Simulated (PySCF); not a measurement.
A calculated (MN15, PySCF 2.14, x2c-TZVPPall with one added diffuse shell each of s, p, d, f type, scalar relativity by spin-free X2C-1e) atom or ion has these occupied shells.

| shell | electrons | orbital energy (eV) | rms radius, mean of both spins (bohr) |
| --- | --- | --- | --- |
| 1s β | 1 | -41792.3 | 0.0275 |
| 1s α | 1 | -41792.3 | 0.0275 |
| 2s β | 1 | -6683.6 | 0.112 |
| 2s α | 1 | -6683.6 | 0.112 |
| 2p β | 3 | -6018.9 | 0.0995 |
| 2p α | 3 | -6018.9 | 0.0995 |
| 3s β | 1 | -1441.0 | 0.294 |
| 3s α | 1 | -1441.0 | 0.294 |
| 3p α | 3 | -1232.1 | 0.292 |
| 3p β | 3 | -1232.0 | 0.292 |
| 3d α | 5 | -924.57 | 0.269 |
| 3d β | 5 | -924.24 | 0.269 |
| 4s α | 1 | -297.43 | 0.666 |
| 4s β | 1 | -297.03 | 0.666 |
| 4p α | 3 | -228.92 | 0.706 |
| 4p β | 3 | -228.21 | 0.706 |
| 4d α | 5 | -126.87 | 0.785 |
| 4d β | 5 | -125.33 | 0.785 |
| 5s α | 1 | -55.761 | 1.60 |
| 5s β | 1 | -54.632 | 1.60 |
| 5p α | 3 | -37.099 | 1.85 |
| 5p β | 3 | -36.077 | 1.85 |
| 4f α | 3 | -17.328 | 1.30 |

(1) Name the element and its charge.

Answers

(1) Pr²⁺ (praseodymium, charge +2), in [Xe] 4f3, one real determinant.
